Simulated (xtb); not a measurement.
Harmonic IR lines of one isomer of H2Cl2Si2, unscaled. These are GFN2-xTB (xtb) values and carry that method's errors.

wavenumber (cm⁻¹): 336 (w), 396 (w), 462 (w), 647 (s), 699 (w), 2144 (vs)

Problem. Name which structure gives these lines.
(A) `Cl/[SiH]=[SiH]\Cl`
(B) `Cl/[SiH]=[SiH]/Cl`
(C) `[SiH2]=[Si](Cl)Cl`

Solution. A, `Cl/[SiH]=[SiH]\Cl`
